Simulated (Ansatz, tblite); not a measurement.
Removing and adding an electron: (Br2Ga-mu-SH)3 (Ga3H3S3Br6). Charge 0, multiplicity 1. Geometry: r2SCAN-D4/def2-SVP. Ansatz, gas phase; energy differences of separate SCF runs; the oxidised species was run as a doublet alone; the reduced species was run as a doublet alone.

Cartesian coordinates in Å:
```
Ga -0.0344 -0.5910 -1.9634
Br 0.7681 1.5044 -2.5281
Br -0.1299 -2.1906 -3.5992
S -2.1979 -0.1586 -1.1469
Ga -1.9274 0.6162 1.1040
Br -1.7257 -1.2994 2.3592
Br -3.6256 2.0989 1.4863
S 0.1107 1.8073 1.2344
Ga 1.8574 0.2129 1.2594
Br 2.0803 -0.5867 3.3876
Br 3.6829 1.1397 0.2189
S 1.1019 -1.5783 -0.1397
H -2.4701 -1.4306 -0.7613
H 0.2386 2.1224 -0.0884
H 2.2710 -1.6666 -0.8229
```

The xTB rows come from tblite. Single mean-field runs in def2-TZVP are fitted with def2-universal-jkfit. HOMO above LUMO, or a gap near zero within one spin, warns that the state may not be the lowest or that an electron is smeared out.

**Question.** Estimate orbital energies and vertical ionisation energies and electron affinities at: GFN1-xTB; GFN2-xTB; PBE-D4/def2-TZVP; revPBE-D4/def2-TZVP; PBE0-D4/def2-TZVP.

**Answer.** 
```tsv
level	−HOMO (eV)	vertical IE (eV)	−LUMO (eV)	vertical EA (eV)	HOMO–LUMO gap (eV)	IE − EA (eV)	remarks
GFN1-xTB	11.47	13.52	6.89	4.91	4.58	8.61	–
GFN2-xTB	12.63	14.49	8.38	6.63	4.25	7.86	–
PBE-D4/def2-TZVP	7.07	8.97	3.01	1.28	4.06	7.69	HOMO above zero (-1 doublet), gap within one spin near zero (+1 doublet)
revPBE-D4/def2-TZVP	7.01	8.92	2.89	1.18	4.12	7.74	HOMO above zero (-1 doublet), gap within one spin near zero (+1 doublet)
PBE0-D4/def2-TZVP	8.35	9.73	2.16	0.97	6.19	8.76	HOMO above zero (-1 doublet)
```

   A HOMO above zero means that the electron is unbound at that level or that self-interaction error raises the level; the energy of removing that electron tells which. Raw xTB energy differences between charge states are shifted by several eV; the methods need an empirical correction for them. Sets without diffuse functions give affinities that are too small.
